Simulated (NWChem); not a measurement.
System: CH6GeOSi, singlet; SMILES C[O][Ge][SiH3]

Here is an NWChem input.

```
start job
memory heap 200 mb stack 900 mb global 1100 mb
geometry units angstroms noautoz
  Ge     0.950333     0.140496    -0.002403
  O     -0.153000     1.537119     0.001120
  C     -1.544647     1.655728     0.003551
  H     -2.060252     0.677247    -0.004262
  H     -1.872545     2.210019     0.899440
  H     -1.873931     2.225085    -0.882302
  Si    -0.739681    -1.737370    -0.006001
  H     -1.628324    -1.736887    -1.217579
  H     -1.637002    -1.740064     1.199012
  H      0.003927    -3.039869    -0.005234
end
basis spherical
  Ge library aug-cc-pvdz
  O library aug-cc-pvdz
  C library aug-cc-pvdz
  H library aug-cc-pvdz
  Si library aug-cc-pvdz
end
dft
  xc hfexch
  iterations 150
  mulliken
end
task dft energy
```

Output (shortened):

```
             Northwest Computational Chemistry Package (NWChem) 7.3.0
             --------------------------------------------------------

 C1  symmetry detected

                             Geometry "geometry" -> ""
                             -------------------------

 Output coordinates in angstroms (scale by  1.889725989 to convert to a.u.)

  No.       Tag          Charge          X              Y              Z
 ---- ---------------- ---------- -------------- -------------- --------------
    1 Ge                  32.0000     0.92253938     0.23144105     0.00012948
    2 O                    8.0000    -0.33202935     1.49396573    -0.00068229
    3 C                    6.0000    -1.72815229     1.45402939     0.00041314
    4 H                    1.0000    -2.12948551     0.42338233    -0.00532335
    5 H                    1.0000    -2.11769942     1.96973000     0.89466066
    6 H                    1.0000    -2.11895713     1.98024019    -0.88711413
    7 Si                  14.0000    -0.54366279    -1.82593402    -0.00000549
    8 H                    1.0000    -1.42538728    -1.92913415    -1.21224289
    9 H                    1.0000    -1.43612778    -1.92744046     1.20434132
   10 H                    1.0000     0.34282464    -3.03571747     0.00459143

 Effective nuclear repulsion energy (a.u.)     327.5223819884

  xc_inp: hfexch multiplicative factor not found.

                                 NWChem DFT Module
                                 -----------------

 Summary of "ao basis" -> "ao basis" (spherical)
 ------------------------------------------------------------------------------
       Tag                 Description            Shells   Functions and Types
 ---------------- ------------------------------  ------  ---------------------
 Ge                       aug-cc-pvdz               14       36   6s5p3d
 O                        aug-cc-pvdz                9       23   4s3p2d
 C                        aug-cc-pvdz                9       23   4s3p2d
 H                        aug-cc-pvdz                5        9   3s2p
 Si                       aug-cc-pvdz               11       27   5s4p2d

            General Information
            -------------------
          SCF calculation type: DFT
          Wavefunction type:  closed shell.
          No. of atoms     :    10
          No. of electrons :    66
           Alpha electrons :    33
            Beta electrons :    33
          Charge           :     0
          Spin multiplicity:     1
          Use of symmetry is: off; symmetry adaption is: off
          Maximum number of iterations: 150
          AO basis - number of functions:   163
                     number of shells:    73
          Convergence on energy requested:  1.00D-06
          Convergence on density requested:  1.00D-05
          Convergence on gradient requested:  5.00D-04

              XC Information
              --------------
                     Hartree-Fock (Exact) Exchange  1.000

      Superposition of Atomic Density Guess
      -------------------------------------

 Sum of atomic energies:       -2479.54416162

      Non-variational initial energy
      ------------------------------

 Total energy =   -2480.835778
 1-e energy   =   -4103.746176
 2-e energy   =    1295.388016
 HOMO         =      -0.206455
 LUMO         =      -0.071563

     ---------------------------------------------
      Total Density - Mulliken Population Analysis
     ---------------------------------------------

    Atom       Charge   Shell Charges
 -----------   ------   -------------------------------------------------------
    1 Ge  32    30.95   2.00  2.00  2.02  0.99  0.81  0.04  6.00  6.00  0.68  0.39  0.00  9.96  0.09 -0.04
    2 O    8     9.11   2.00  0.86  0.98  0.08  3.03  2.07  0.03  0.01  0.05
    3 C    6     5.18   2.01  0.71  0.22  0.01  1.86  0.35  0.02  0.09 -0.08
    4 H    1     1.12   0.71  0.41 -0.01  0.03 -0.01
    5 H    1     1.14   0.71  0.41  0.01  0.03 -0.01
    6 H    1     1.14   0.71  0.41  0.01  0.03 -0.01
    7 Si  14    14.97   2.00  2.02  0.79  0.92 -0.04  6.01  1.43  1.63  0.03  0.12  0.07
    8 H    1     0.77   0.69  0.08  0.01  0.01 -0.02
    9 H    1     0.77   0.69  0.08  0.01  0.01 -0.02
   10 H    1     0.86   0.69  0.16  0.01  0.01 -0.01

   convergence    iter        energy       DeltaE   RMS-Dens  Diis-err
 ---------------- ----- ----------------- --------- --------- ---------
 d= 0,ls=0.0,diis     1  -2480.4116587678 -2.81D+03  5.04D-03  4.51D-01
 d= 0,ls=0.0,diis     2  -2480.4602193039 -4.86D-02  1.74D-03  2.14D-01
 d= 0,ls=0.0,diis     3  -2480.4821013363 -2.19D-02  1.16D-03  8.39D-03
 d= 0,ls=0.0,diis     4  -2480.4840707116 -1.97D-03  2.57D-04  2.83D-04
 d= 0,ls=0.0,diis     5  -2480.4841795620 -1.09D-04  1.15D-04  2.83D-05
  Resetting Diis
 d= 0,ls=0.0,diis     6  -2480.4841954770 -1.59D-05  2.80D-05  2.20D-06
 d= 0,ls=0.0,diis     7  -2480.4841966095 -1.13D-06  6.85D-06  2.40D-07
 d= 0,ls=0.0,diis     8  -2480.4841967122 -1.03D-07  3.16D-06  5.19D-08

         Total DFT energy =    -2480.484196712202
      One electron energy =    -4106.758027276142
           Coulomb energy =     1412.136732151293
    Exchange-Corr. energy =     -113.385283575787
 Nuclear repulsion energy =      327.522381988434

 Numeric. integr. density =        0.000000000000

                       DFT Final Molecular Orbital Analysis
                       ------------------------------------

[...]
```

Level: Hartree-Fock/aug-cc-pVDZ. Low-valent species are run as closed-shell singlets; no triplet was tried in these runs. All runs use the structure optimised with PBE0/def2-SVP.
